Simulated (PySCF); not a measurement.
CHF, SMILES [CH]F (connectivity only; charge and spin as stated), neutral, multiplicity 1.

The structure is a stationary point at B3LYP-D3(BJ)/def2-TZVPD. The isomer is the one that the SMILES or the coordinates give; other isomers of the formula were not compared.

Two levels are set side by side: TDA-PBE/def2-TZVPD (PySCF) and TDA-CAM-B3LYP/def2-TZVPD (PySCF). Vertical, same geometry. The lowest singlet is HOMO→LUMO 98 % with PBE and HOMO→LUMO 98 % with the other functional; states are paired by order. Differences are taken from unrounded values.

| quantity | TDA-CAM-B3LYP |
|---|---|
| lowest singlet excitation (eV) | 2.41 |
| lowest triplet excitation (TDA) (eV) | 0.67 |
| first bright state (f over 0.05) (eV) | 6.62 |
| its oscillator strength | 0.08 |

Question: What does TDA-PBE give, and how far is it from TDA-CAM-B3LYP? (An estimate is asked for; the answer gives what the named calculation found.)

Answer: 
| quantity | TDA-PBE | TDA-PBE minus TDA-CAM-B3LYP |
|---|---|---|
| lowest singlet excitation (eV) | 2.39 | -0.02 |
| lowest triplet excitation (TDA) (eV) | 0.65 | -0.02 |
| first bright state (f over 0.05) (eV) | 5.89 | -0.73 |
| its oscillator strength | 0.06 | -0.01 |

Rough cost on one machine, each run with all the roots and properties that it gave: TDA-CAM-B3LYP against TDA-PBE about 2 times.
